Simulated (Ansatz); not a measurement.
A run for Ansatz (an electronic-structure program): U-B3LYP/cc-pVTZ on BrFSe (SMILES F[Se]Br), a point of a bond scan (R = 2.646 Å).

Ansatz 0.2 input:
```yaml
crystal:
  periodic: [false, false, false]
  atoms:
    - {symbol: Se, position_ang: [0.51016666, -0.43084229, 0.77837054]}
    - {symbol: F, position_ang: [1.95511126, -1.75515808, -0.99913776]}
    - {symbol: Br, position_ang: [-0.87448098, 0.75634609, -0.65156810]}
basis:
  gaussian:
    orbitals: cc-pVTZ
hamiltonian:
  xc: {name: B3LYP}
magnetization: {spin_polarized: true, initial_magnetization: 0}
```

It printed:

```
WARN ansatz: RAYON_NUM_THREADS=1 ignored (pool sized by the plan → 1); use --threads N
Functional definition: B3LYP
integrals: 0.06 GiB planned
750 factors; integrals over basis functions are off by at most 7.4e-4 eV
mean field: 0.87 GiB planned
mean field evaluation 1: about -138109.0304 eV, gradient 3.8e1 eV
mean field evaluation 2: about -137896.6053 eV, gradient 1.7e2 eV
mean field evaluation 4: about -138114.8237 eV, gradient 8.4e0 eV
mean field evaluation 8: about -138115.1673 eV, gradient 1.4e-1 eV
mean field evaluation 16: about -138115.2042 eV, gradient 7.3e-4 eV
mean field evaluation 32: about -138115.3882 eV, gradient 9.4e-1 eV
mean field evaluation 64: about -138115.3429 eV, gradient 6.2e-1 eV
mean field evaluation 96: about -138115.1654 eV, gradient 4.1e-1 eV
mean field evaluation 128: about -138115.2751 eV, gradient 3.8e-6 eV
mean field evaluation 160: about -138115.3666 eV, gradient 1.1e0 eV
mean field -138115.39876836 eV, -5075.6472867574 hartree, gradient 1.3e-5 eV, S^2 0.705950; 15 other end points of the search recorded, 0 dependent functions left out
reference -138115.39896194 eV, -5075.6472938716 hartree; 39, 39 occupied and 77, 77 virtual orbitals, 750 factors
Total energy: -138115.39896194 eV, -5075.6472938716 hartree
```

The run converged. Its determinant has ⟨S²⟩ = 0.71, a mixture of spin states.

Cost: about 40 core-seconds (a rough figure).
